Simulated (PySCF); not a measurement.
## SnH⁻, HF: how much the basis matters

PySCF, UHF reference; triplet, unpaired electrons π ↑↑; De to Sn⁻ + H without counterpoise correction.

```csv
basis,relativity,functions,Re (Å),ωe (cm⁻¹),De (eV),μ (D)
def2-SVPD,scalar-relativistic core potentials,40,1.811,1571,n/a,-0.86
aug-cc-pVDZ-PP/aug-cc-pVDZ,scalar-relativistic core potentials,41,1.809,1575,1.59,-0.80
def2-TZVPPD,scalar-relativistic core potentials,73,1.805,1587,n/a,-0.76
```

(1) How does each smaller set differ from the one with most functions, def2-TZVPPD?

A positive dipole points towards H; it is taken about the centre of mass and depends on that origin. These are scalar-relativistic numbers at best; spin–orbit coupling would shift them, the dissociation energy most. For an ion De counts to the pair picked by the measured ionisation energies or electron affinities, which need not be the lowest pair at this level. Hartree–Fock leaves out correlation, which carries a large part of most bond energies and some tenths to 1 eV of ionisation energies. The state was picked by a PBE0 search and need not be the measured ground state.

Results:

(1) def2-SVPD: +0.6 pm, -1.0 % in ωe; aug-cc-pVDZ-PP/aug-cc-pVDZ: +0.4 pm, -0.8 % in ωe. All at HF; the set with most functions is neither the basis-set limit nor always the best.
